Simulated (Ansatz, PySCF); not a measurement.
Spin gap between two states, R1 and P1; the higher of the two is an excited state, each structure at its B3LYP-D3(BJ)/def2-TZVP stationary point, reached from a drawn start (curvature not checked).
R1, CF2 (SMILES F[C]F) (charge 0, multiplicity 1):
```xyz
3

C      0.00000     0.00000    -0.53059
F      1.03243     0.00000     0.26529
F     -1.03243     0.00000     0.26529
```
P1, CF2 (SMILES F[C]F) (charge 0, multiplicity 3):
```
atom    x (Å)   y (Å)    z (Å)
----  -------  ------  -------
C      0.0000  0.0000  -0.4418
F      1.1390  0.0000   0.2209
F     -1.1390  0.0000   0.2209
```

P less R. No zero-point or thermal terms; singlets are restricted closed shells; open shells are unrestricted.

Cores are frozen in the correlated methods. CBS(a, b) extrapolates the correlation energy as X⁻³ and adds the Hartree–Fock energy of set b.

Codes used: Ansatz (Gaussian orbitals); PySCF for the D3/D4 terms. All values are computed, each at the level named.

The comparison value is 57.13 kcal/mol (CCSD(T)/CBS(cc-pVTZ, cc-pVQZ)). It is a level with limits of its own, not the exact answer.

**Question.** Order these levels by how close they come to the comparison value for the spin gap, closest first: BLYP/def2-TZVPP, B97M-V/def2-TZVPP, r2SCAN-D3(BJ)/def2-TZVPP, SVWN5/def2-TZVPP, revPBE-D4/def2-TZVPP. Give each level's value less the comparison value.

**Answer.** B97M-V/def2-TZVPP (-0.16 kcal/mol), SVWN5/def2-TZVPP (-1.70 kcal/mol), BLYP/def2-TZVPP (-3.16 kcal/mol), revPBE-D4/def2-TZVPP (-6.24 kcal/mol), r2SCAN-D3(BJ)/def2-TZVPP (-12.03 kcal/mol)

Ansatz is a program for electronic structure.
